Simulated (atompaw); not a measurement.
**Cutoff test, Sb (Z = 51), PAW (atompaw)**

* Element: antimony (Sb)
* Generator: atompaw 4.2.0.5
* Type: PAW
* Functional: PBE
* Relativity: scalar-relativistic
* Frozen core: [Kr]
* Valence charge: 15
* Reference configuration: 4d10 5s2 5p3
* Partial waves: 5s (bound): rc 1.80 bohr; 5s channel at -0.3 Ry: rc 1.80 bohr; 5p (bound): rc 1.85 bohr; 5p channel at 0.15 Ry: rc 1.85 bohr; 4d (bound): rc 1.85 bohr; 4d channel at -0.25 Ry: rc 1.85 bohr
* Local potential: troulliermartins scheme with l = 3 at 0 Ry, radius 1.75 bohr
* Core correction: smooth core density matched at 1.10 bohr
* Augmentation charge: besselshape compensation charge, radius 1.50 bohr; PAW radius 1.85 bohr; waves and projectors: custom polynom2 7 10 vanderbiltortho

The pseudo-atom Hamiltonian at the reference potential is diagonalised in spherical Bessel functions j_l(qr) that vanish at 20 bohr, with q² up to the cutoff. All-electron valence levels (Ry): 5s -0.9431, 5p -0.3549, 4d -2.4628.

Problem. How do the lowest levels (Ry) of each channel move with the cutoff, and are there ghosts?

Solution.

| cutoff (Ry) | s #1 | s #2 | s #3 | p #1 | p #2 | d #1 | f #1 | f #2 | Σ f·Δε (mRy) |
| --- | --- | --- | --- | --- | --- | --- | --- | --- | --- |
| 8 | -5.8779 | -0.7569 | -0.0232 | -0.3867 | 0.0212 | -0.5651 | 0.1091 | 0.2294 | 19444.9 |
| 21 | -14.0507 | -0.9430 | -0.0359 | -6.7565 | -0.3547 | -2.4580 | 0.1091 | 0.2294 | 48.4 |
| 40 | -14.1546 | -0.9431 | -0.0359 | -8.2026 | -0.3548 | -2.4623 | 0.1091 | 0.2293 | 5.1 |
| 70 | -14.1563 | -0.9431 | -0.0359 | -8.2643 | -0.3548 | -2.4624 | 0.1091 | 0.2293 | 3.7 |
| 110 | -14.1570 | -0.9431 | -0.0359 | -8.2649 | -0.3548 | -2.4625 | 0.1091 | 0.2293 | 2.3 |
| 200 | -14.1572 | -0.9431 | -0.0359 | -8.2651 | -0.3548 | -2.4627 | 0.1091 | 0.2293 | 0.5 |
| 400 | -14.1572 | -0.9431 | -0.0359 | -8.2651 | -0.3548 | -2.4628 | 0.1091 | 0.2293 | 0.0 |

Result: ghost states, extra bound levels that the all-electron valence spectrum of the same l lacks: s at -192.6 eV, p at -112.5 eV (a true bound ghost makes a file unfit for plane-wave use); 10 mRy is reached at 30 Ry and 1 mRy at 160 Ry.
